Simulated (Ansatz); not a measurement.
This geometry of BF2HO + FH (7 atoms, charge 0, multiplicity 1) is a first-order saddle point.

Computed with Ansatz 0.2.0, RKS revPBE-D4/def2-SVP.

```xyz
7
Properties=species:S:1:pos:R:3
B 0.003 0.135 0.111
O 0.014 -0.084 1.606
H -0.859 -0.408 1.901
F 1.142 -0.188 -0.520
F -1.183 -0.117 -0.486
F 0.068 1.783 0.468
H 0.028 1.200 1.437
```

Question: Which two structures does it join? (They come from a converged band through this point; their orientation in space is the band's.)

Answer: Bonds broken: F6–H7. Bonds formed: B1–F6, O2–H7. BF2HO + FH becomes BF3H2O.

Image 0:

```xyz
7
Properties=species:S:1:pos:R:3
B -0.056 -0.272 0.092
O -0.035 -0.300 1.471
H -0.936 -0.402 1.829
F 1.099 -0.204 -0.563
F -1.203 -0.380 -0.588
F 0.070 2.289 0.838
H 0.275 1.592 1.439
```

Image 8:

```xyz
7
Properties=species:S:1:pos:R:3
B 0.011 0.404 -0.118
O 0.048 0.013 1.691
H -0.831 -0.381 1.863
F 1.123 -0.215 -0.569
F -1.193 -0.160 -0.431
F 0.041 1.769 -0.040
H 0.015 0.892 2.121
```

Question: How far does it lie above each of them?

Answer: 0.43 eV above the first and 0.88 eV above the second. This is the barrier of this one path; another mechanism may lie lower. The orbitals stay closed-shell, which can raise the energy where a bond breaks towards radicals; this wasn't checked here.

Run time: 3.6 min on 1 thread of Arm Neoverse N1 (shared host), peak memory 0.14 GiB.
